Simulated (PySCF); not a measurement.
MePh2Si(SeBu) (C17H22SeSi): Computed beside measured shifts

System: MePh2Si(SeBu) (C17H22SeSi), SMILES CCCC[Se][Si](C)(c1ccccc1)c1ccccc1.

Atom-mapped SMILES (hydrogens are numbered by the atom that bears them): [CH3:1][CH2:2][CH2:3][CH2:4][Se:5][Si:6]([CH3:7])([c:8]1[cH:9][cH:10][cH:11][cH:12][cH:13]1)[c:14]1[cH:15][cH:16][cH:17][cH:18][cH:19]1

Method: GIAO KT3/pcSseg-1, gas phase, PySCF SCF with an in-house response code, fitting set def2-universal-JFIT, grid level 2, non-relativistic, geometry: GFN2-xTB.

One optimised conformer. Values are averaged over the atoms that symmetry or fast rotation interchanges, on this one geometry and without vibrational averaging. Shifts are the reference shielding less the shielding here, at the same level (13C, 1H, 29Si against isolated TMS; 77Se against isolated Me2Se); nuclei without a reference have shieldings only.

Spin-orbit coupling is left out, which matters for the heavier atoms here.

Question: What shifts does this level give for Si6, Se5, and how do they compare with measurement?

Answer: 
| atom | nucleus | computed / ppm | measured / ppm | computed less measured | measured against | medium of the measurement |
| --- | --- | --- | --- | --- | --- | --- |
| Si6 | 29Si | 15.2 | 2.2 | 13.0 | TMS | solution |
| Se5 | 77Se | -244.1 | -134 | -110.1 | Me2Se | solution |

Measured values: U. Herzog, Habilitationsschrift, TU Bergakademie Freiberg, 2002/2003.
